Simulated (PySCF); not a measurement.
# Polarisability and C₆ of Nb²⁺ (niobium, charge +2)

[Kr] 4d3, high-spin 4F determinant. Calculation: PySCF 2.14, in def2-TZVPPD with the def2 core potential (28 electrons) (6s4p3d2f1g, 56 functions); scalar relativity through the core potential. Coupled (time-dependent) response in atomic units; α is the mean over directions.

```tsv
method	mean α (bohr³)	C₆ (like pair)	S(−4)
UHF	9.757	50.74	42.56
PBE	11.10	57.49	68.41
PBE0	10.56	54.88	56.81
BHandHLYP	10.08	52.24	49.00
M06-L	10.64	56.41	53.64
```

S(−4) is the Cauchy moment in α(ω) = α(0) + S(−4) ω² + …

Spin-orbit coupling is absent.

α(iu) at UHF:

```tsv
u (hartree)	α(iu) (bohr³)
0	9.757
0.0500	9.653
0.100	9.365
0.200	8.480
0.300	7.530
0.500	5.991
0.750	4.641
1.00	3.674
1.50	2.411
2.00	1.669
3.00	0.9080
5.00	0.3757
```

A single London oscillator, α(iu) = α/(1 + u²/ω²), gives C₆ = (3/4) ω α². Matching the computed C₆ needs ω = 4 × 50.74 / (3 × 9.757²) = 0.711 hartree.

For an ion, C₆ is the dispersion term alone; charge-induced terms of lower order in 1/R come first.

Energies and moments cover only the electrons outside the core potential.
